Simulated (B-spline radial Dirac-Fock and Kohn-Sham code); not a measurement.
ΔSCF core binding energies without Breit or QED terms, calculated with a radial B-spline solver.

A sound run for atomic cesium, [Xe] 6s1: The ground state converged in 11 iterations, with total energy -7786.77413 Ha, virial ratio 1.93907 and highest orbital energy -3.49 eV. ΔSCF binding energies: K (1s) 36119.7 eV, L3 (2p3/2) 5028.3 eV, M5 (3d5/2) 732.3 eV.

A second run, with one unsound setting: The ground state converged in 11 iterations, with total energy -7194.43099 Ha, virial ratio 2.06254 and highest orbital energy -3.21 eV. ΔSCF binding energies: K (1s) 29392.6 eV, L3 (2p3/2) 5072.8 eV, M5 (3d5/2) 745.0 eV.

```
iter   energy (Ha)        error
   1    -7188.99718259  2.44e+00
   2    -7192.78355090  2.81e-01
   3    -7194.32543109  6.27e-02
   4    -7194.42140979  1.82e-02
   5    -7194.42958987  8.43e-03
   6    -7194.43095620  9.31e-04
   7    -7194.43099244  2.13e-04
   8    -7194.43099401  2.94e-05
   9    -7194.43099405  3.87e-06
  11    -7194.43099405  9.44e-08
```

**Question.** Which fault fits the second run best?
A. functional not served
B. speed of light below Z
C. nuclear radius in wrong units
D. damping too heavy

**Answer.** C. The input had radius_factor = 100.0: radius_factor inflates the nucleus far beyond its size, which weakens the binding of the inner electrons.
